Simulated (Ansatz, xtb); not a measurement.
## Two isomers of C5H5NOSi

We compare a, `N#CC1=C(O)C=C[SiH2]1`, a singlet, with b, `N#C[Si]1(O)C=CC=C1`, a singlet. Both are isolated molecules in the gas phase, relaxed with PBE0-D3(BJ)/def2-SVP; the shapes shown needn't be the lowest conformers.

a (Å):

```xyz
13

C    -2.6444    0.2118    1.3930
C    -1.5348   -0.0701    0.5722
C    -0.4181   -0.6755    1.0930
C     0.6979   -0.9345    0.1647
C     0.5103   -0.5489   -1.1117
N    -3.5352    0.4237    2.1124
O    -0.2389   -1.0529    2.3505
Si   -1.2016    0.2201   -1.2444
H    -1.0285   -0.8371    2.8713
H     1.5981   -1.4162    0.5583
H     1.2744   -0.6952   -1.8779
H    -2.1166   -0.5244   -2.1573
H    -1.1760    1.6592   -1.6360
```

b (Å):

```json
{"atom": "C", "x (Å)": "-3.0634", "y (Å)": "-0.1604", "z (Å)": "0.3798"}
{"atom": "C", "x (Å)": "-0.2182", "y (Å)": "0.6107", "z (Å)": "1.1159"}
{"atom": "C", "x (Å)": "0.6415", "y (Å)": "0.7377", "z (Å)": "0.0856"}
{"atom": "C", "x (Å)": "0.5125", "y (Å)": "-0.2352", "z (Å)": "-1.0339"}
{"atom": "C", "x (Å)": "-0.4566", "y (Å)": "-1.1662", "z (Å)": "-0.9343"}
{"atom": "N", "x (Å)": "-4.1448", "y (Å)": "0.2347", "z (Å)": "0.2373"}
{"atom": "O", "x (Å)": "-1.4546", "y (Å)": "-2.1193", "z (Å)": "1.6678"}
{"atom": "Si", "x (Å)": "-1.3358", "y (Å)": "-0.8124", "z (Å)": "0.6625"}
{"atom": "H", "x (Å)": "-2.0345", "y (Å)": "-2.0565", "z (Å)": "2.4325"}
{"atom": "H", "x (Å)": "-0.2143", "y (Å)": "1.2837", "z (Å)": "1.9747"}
{"atom": "H", "x (Å)": "1.4132", "y (Å)": "1.5136", "z (Å)": "0.0340"}
{"atom": "H", "x (Å)": "1.1959", "y (Å)": "-0.1638", "z (Å)": "-1.8870"}
{"atom": "H", "x (Å)": "-0.6410", "y (Å)": "-1.9216", "z (Å)": "-1.6991"}
```

Quicker runs give these differences E(b) − E(a): GFN2-xTB −0.6 kcal/mol; HF/STO-3G −14.6 kcal/mol (at GFN2-xTB geometries); r2SCAN-D4/def2-SVP −22.8 kcal/mol (at GFN2-xTB geometries).

Task: Estimate E(b) − E(a) at the level CCSD(T)/def2-SVP + ΔMP2/def2-TZVPP.

Result: Calculated at CCSD(T)/def2-SVP + ΔMP2/def2-TZVPP: E(b) − E(a) = −37.9 kcal/mol, so structure b lies lower.

How the difference moves with the method:

| level | geometry | E(b) − E(a) (kcal/mol) | departure from the last row (kcal/mol) | job, with rough time for the two |
| --- | --- | --- | --- | --- |
| GFN2-xTB | GFN2-xTB | −0.6 | +37.3 | optimisation, 0.2 s |
| HF/STO-3G | GFN2-xTB | −14.6 | +23.3 | single point, 0.52 s |
| r2SCAN-D4/def2-SVP | GFN2-xTB | −22.8 | +15.1 | single point, 3.6 s |
| PBE0-D3(BJ)/def2-SVP | PBE0-D3(BJ)/def2-SVP | −22.9 | +15.0 | optimisation, 66 s |
| HF/def2-SVP | PBE0-D3(BJ)/def2-SVP | −31.6 | +6.3 | part of the CCSD(T) run |
| MP2/def2-SVP | PBE0-D3(BJ)/def2-SVP | −29.8 | +8.1 | part of the CCSD(T) run |
| CCSD(T)/def2-SVP | PBE0-D3(BJ)/def2-SVP | −28.9 | +9.0 | single point |
| CCSD(T)/def2-SVP + ΔMP2/def2-TZVPP | PBE0-D3(BJ)/def2-SVP | −37.9 |  | single point, 63 s |

As drawn, b has 1 C–Si, 1 O–Si, 2 C–H in place of 1 C–C, 1 C–O, 2 Si–H.

The levels shown agree on the order. The largest departure from CCSD(T)/def2-SVP + ΔMP2/def2-TZVPP is that of GFN2-xTB, 37.3 kcal/mol. The last row adds to CCSD(T) the change of the MP2 difference between the two basis sets, here −9.0 kcal/mol, a large step that makes the value less sure.

With thermal terms from frequencies at re-optimised GFN2-xTB minima (ideal gas, soft modes damped towards free rotors, one conformer each, 298.15 K, 1 atm): on the last row, ΔE + ΔZPE = −35.7, ΔH = −35.3, ΔG = −36.4 kcal/mol.

The correlated steps freeze 12 core orbitals. Codes used: Ansatz 0.2.0, xtb 6.7.1; the last row on 2 threads of Intel(R) Xeon(R) 6975P-C (Granite Rapids) on a shared host.
